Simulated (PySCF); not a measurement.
C2H6F2Si2, SMILES F/C=C(/[SiH3])[SiH2]F.

The structure is a stationary point at TPSSh-D3(BJ)/def2-SVP. The structure was generated by enumeration; whether it is a known compound was not checked. One conformer was computed; it need not be the lowest.

Vertical ionisation energy (IE) and electron affinity (EA) in eV. Rows of orbital energies are one-electron estimates. Where ΔSCF, EOM or ADC give a negative EA the extra electron is unbound and the value depends on the basis.

| level | IE | EA |
|---|---|---|
| −ε(HOMO), −ε(LUMO), B3LYP/def2-TZVP (PySCF) | [?] | [?] |
| −ε(HOMO), −ε(LUMO), PBE/def2-TZVP (PySCF) | 6.88 | 2.01 |

**Question.** Some entries are withheld; supply them. (The exact figures need the calculation; the answer reports its results.)

**Answer.** 
- −ε(HOMO), −ε(LUMO), B3LYP/def2-TZVP (PySCF), IE: 7.86
- −ε(HOMO), −ε(LUMO), B3LYP/def2-TZVP (PySCF), EA: 1.27
